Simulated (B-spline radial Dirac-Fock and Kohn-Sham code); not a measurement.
## Internal conversion coefficients of Pt at 27.8 keV

Z = 78 (platinum), transition energy 27.8 keV. Method: a Dirac-Hartree-Slater potential of the neutral atom with a Latter tail (no hole, which puts coefficients of high multipoles low close above an edge), finite nucleus with surface currents. Computed with a B-spline atomic structure program. The K shell is not open to conversion at this energy. Subshells that would emit electrons below 1 keV are left out.

The run's input, task.json:

```json
{"items": [{
  "Z": 78,
  "q": 0,
  "cfg": [[1, 0, 2], [2, 0, 2], [2, 1, 6], [3, 0, 2], [3, 1, 6], [3, 2, 10], [4, 0, 2], [4, 1, 6], [4, 2, 10], [4, 3, 14], [5, 0, 2], [5, 1, 6], [5, 2, 9], [6, 0, 1]],
  "A": 195,
  "rrms": 5.427,
  "do": "conversion",
  "gamma": [27.8],
  "edges": {"L1": 13880.0, "L2": 13273.0, "L3": 11564.0, "M1": 3296.0, "M2": 3027.0, "M3": 2645.0, "M4": 2202.0, "M5": 2122.0, "N1": 725.4, "N2": 609.1, "N3": 519.4, "N4": 331.6, "N5": 314.6, "N6": 74.5, "N7": 71.2, "O1": 101.7, "O2": 65.3}
}]}
```

Run with: `python xray2_run.py task.json out`

```tsv
subshell	electron energy (keV)	E2	E3	M1	M3	M5
L1	13.92	15.5	1130	35.7	71600	1.75e+07
L2	14.53	741	68300	3.69	3910	1.24e+06
L3	16.24	852	77200	0.403	461000	1.03e+09
M1	24.50	3.52	350	8.20	27700	2.23e+07
M2	24.77	183	21400	0.915	1850	1.60e+06
M3	25.16	218	23200	0.0994	141000	6.56e+08
M4	25.60	3.14	2220	0.0109	1700	1.11e+07
M5	25.68	2.81	3460	0.00627	3020	3.65e+08
total		2140	213000	51.8	764000	2.46e+09
```

Q: For a pure M3 transition, what fraction of decays emits a photon?

A: 1/(1 + α) = 1.31e-06 with the total α = 764000; the total includes the outer subshells that are not listed.
